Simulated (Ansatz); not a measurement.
The cluster B₈H₁₃⁻, relaxed as a singlet with RKS r2SCAN-D4/def2-SVPD in Ansatz, starting from the GFN1-xTB geometry. Force threshold 0.02 eV/Å.

The structure comes from a short search, and lower isomers may exist.

Start:

```xyz
21

B     0.3711    0.0435   -1.1654
B    -0.0681    1.6241   -0.0331
B     0.0679   -1.6608   -0.6243
B    -1.8122   -1.2817    0.3418
B     1.5392   -1.0004   -0.0354
B     1.5144    0.7418   -0.1001
B    -1.3332   -0.0911   -0.7247
B     0.2695    1.9357    1.5437
H    -2.6507   -2.0712   -0.0102
H     2.5588   -1.4848   -0.4333
H     0.7003    3.0112    1.8570
H    -0.6448   -2.0962    0.3433
H    -0.1928    2.5527   -0.7791
H    -1.9872    0.2541   -1.6699
H     2.4768    1.4155    0.0826
H     0.7691    0.2535   -2.2725
H    -1.8164   -1.0770    1.5277
H    -0.0952   -2.3844   -1.5628
H    -1.2356    1.0189    0.0839
H     0.1143    1.1814    2.4565
H     1.4545   -0.8850    1.1742
```

```
         step  energy (eV)  largest force component (eV/Å)  SCF passes
            1   -5614.3254                           2.418          19
            2   -5615.1467                           1.700          25
            3   -5615.8119                           1.022          25
            4   -5616.0138                           1.047          25
            5   -5616.1550                           0.356          21
            6   -5616.1851                           0.129          20
            7   -5616.1989                           0.087          20
            8   -5616.2180                           0.146          20
            9   -5616.2321                           0.155          20
           10   -5616.2569                           0.302          20
           11   -5616.3276                           0.431          26
12 (rejected)   -5616.1455                           1.971          24
           13   -5616.3510                           0.250          20
           14   -5616.3626                           0.193          20
           15   -5616.3709                           0.200          20
16 (rejected)   -5616.3584                           0.328          19
           17   -5616.3727                           0.045          21
           18   -5616.3728                           0.038          20
           19   -5616.3729                           0.007          21
```

Force components are those of the run's own axes.

End:

Cartesian coordinates in Å:
```
B 0.4841 0.1782 -1.1901
B -0.2342 1.3983 -0.1291
B -0.1300 -1.5055 -0.7907
B -1.6135 -1.4889 0.2958
B 1.3937 -0.9755 -0.1412
B 1.2274 0.6106 0.3054
B -1.2332 -0.0912 -0.7323
B 0.7639 1.9271 1.3283
H -2.6074 -2.0735 -0.0912
H 2.4642 -1.5269 -0.1232
H 1.0112 3.0943 1.1455
H -0.6593 -2.3560 0.2048
H -0.4233 2.4101 -0.7491
H -2.0472 0.2493 -1.5551
H 2.0523 1.3730 0.9291
H 0.8751 0.4760 -2.2891
H -1.5306 -1.2598 1.4917
H -0.1795 -2.2256 -1.7650
H -1.3019 0.7864 0.3323
H 0.6852 1.5530 2.4789
H 1.0031 -0.5532 1.0442
```

Bonds formed: B2–B7, B3–B4, B6–B8 (atoms count from 1).

No frequencies were taken in this run, so the end may be a saddle point.

It took 1.8 min on 4 threads of Arm Neoverse V2 on a shared host.
